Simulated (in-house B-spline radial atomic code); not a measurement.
Two electrons outside the [He] 2s2 core: N+

Computed with a B-spline radial code for spherical atoms: configuration interaction (CI) of the two valence electrons in the field of the frozen Dirac-Fock core, alone and with many-body perturbation theory for the core (screened one- and two-electron correlation potentials), Breit and QED terms; no-pair Dirac Hamiltonian, finite nucleus. Labels give the configuration (outer n counted up each series) and the leading LS term, or the jj pair where no LS term holds 70 %.

The outer s² shell of this core is soft: its mixing with p² is only treated to second order, so levels can be several per cent off.

Command:
```bash
python run_mb.py task.json out
```
Settings (nuclear radius in fm, box in bohr, cutoff in hartree):
```
basis_form          3
Z                   7
core_configuration  [He] 2s2
rms_radius          2.5582
mass_number         14
speed_of_light      137.036
box_radius          30.0
lmax                6
intervals           68
virtual_cutoff      300.0
```

Time taken, with all properties: 91 s on 1 thread of Arm Neoverse V1, on a shared host.

Excitation energies (cm⁻¹):

```tsv
level	purity of the LS term	CI alone	CI + MBPT + Breit + QED	Landé g of the LS mixture	measured (NIST)
2p2 3P0	1.0	0	0	-	0
2p2 3P1	1.0	52	48	1.50	49
2p2 3P2	1.0	?	?	?	?
2p2 1D2	1.0	?	?	?	?
2p2 1S0	1.0	34906	36419	-	32689
```

Task: Where does 2p2 3P2 lie?

Result: 155 cm⁻¹ in CI alone and 126 cm⁻¹ with all corrections; g = 1.50; measured 131 cm⁻¹.

Task: Where does 2p2 1D2 lie?

Result: 15230 cm⁻¹ in CI alone and 14767 cm⁻¹ with all corrections; g = 1.00; measured 15316 cm⁻¹.

Task: What is the first ionisation energy?

Result: 29.615 eV to the 2p1/2 state of the next ion (28.043 eV from CI alone). NIST lists 29.60125 ± 9e-05 eV (semi-empirical).
